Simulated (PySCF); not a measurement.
**`[Si@H]1(Br)C(=C)C[C@H]1C`, C$_{5}$H$_{9}$BrSi**

Molfile (atoms numbered from 1):
```
C5H9BrSi
     RDKit          3D

 16 16  0  0  0  0  0  0  0  0999 V2000
    2.2799   -1.3442   -0.0782 C   0  0  0  0  0  0  0  0  0  0  0  0
    1.1869   -0.6158   -0.2213 C   0  0  0  0  0  0  0  0  0  0  0  0
   -0.2619   -1.0491   -0.1700 C   0  0  0  0  0  0  0  0  0  0  0  0
   -0.9532    0.3130   -0.4270 C   0  0  1  0  0  0  0  0  0  0  0  0
   -1.9039    0.7461    0.6785 C   0  0  0  0  0  0  0  0  0  0  0  0
    0.7506    1.1897   -0.5447 Si  0  0  1  0  0  4  0  0  0  0  0  0
    1.1788    2.5810    1.1414 Br  0  0  0  0  0  0  0  0  0  0  0  0
    2.2356   -2.4074    0.1071 H   0  0  0  0  0  0  0  0  0  0  0  0
    3.2654   -0.9117   -0.1321 H   0  0  0  0  0  0  0  0  0  0  0  0
   -0.4936   -1.7981   -0.9286 H   0  0  0  0  0  0  0  0  0  0  0  0
   -0.5247   -1.4656    0.8035 H   0  0  0  0  0  0  0  0  0  0  0  0
   -1.4994    0.3035   -1.3727 H   0  0  0  0  0  0  0  0  0  0  0  0
   -2.3024    1.7392    0.4766 H   0  0  0  0  0  0  0  0  0  0  0  0
   -2.7413    0.0531    0.7566 H   0  0  0  0  0  0  0  0  0  0  0  0
   -1.3952    0.7750    1.6408 H   0  0  0  0  0  0  0  0  0  0  0  0
    1.1708    1.9004   -1.7415 H   0  0  0  0  0  0  0  0  0  0  0  0
  1  2  2  0
  2  3  1  0
  3  4  1  0
  4  5  1  0
  4  6  1  0
  6  7  1  0
  6  2  1  0
  1  8  1  0
  1  9  1  0
  3 10  1  0
  3 11  1  0
  4 12  1  6
  5 13  1  0
  5 14  1  0
  5 15  1  0
  6 16  1  6
M  END
```

Method used: PySCF 2.14.0, TDDFT LC-wPBE/aug-cc-pVDZ circular dichroism and optical rotation, one conformer, gas phase. Geometry: GFN2-xTB.

The calculation is non-relativistic, which matters for the atoms heavier than Zn.

Task: Draw the ECD and absorption spectra from the lowest 8 states, each a Gaussian of half-width 0.25 eV at 1/e height.

Result: 
```tsv
E (eV)	λ (nm)	Δε (L mol⁻¹ cm⁻¹)	ε (L mol⁻¹ cm⁻¹)
5.34	232	-0.32	7.33
5.44	228	-1.36	31
5.54	224	-4.16	94.9
5.64	220	-9.25	211
5.74	216	-14.95	344
5.84	212	-17.57	425
5.94	209	-15.09	508
6.04	205	-9.87	1040
6.14	202	-6.18	3090
6.24	199	-6.30	8010
6.34	195	-9.32	15600
6.44	192	-12.19	22200
6.54	189	-12.10	23200
6.64	187	-8.88	17600
6.74	184	-4.81	9740
6.84	181	-2.14	4010
6.94	179	-1.79	1520
7.04	176	-4.07	1320
7.14	174	-7.79	2390
7.24	171	-7.37	4020
7.34	169	+5.08	5410
```
Δε uses R in velocity form, ε uses f in length form. Only the states computed contribute, so the short-wavelength end is incomplete.
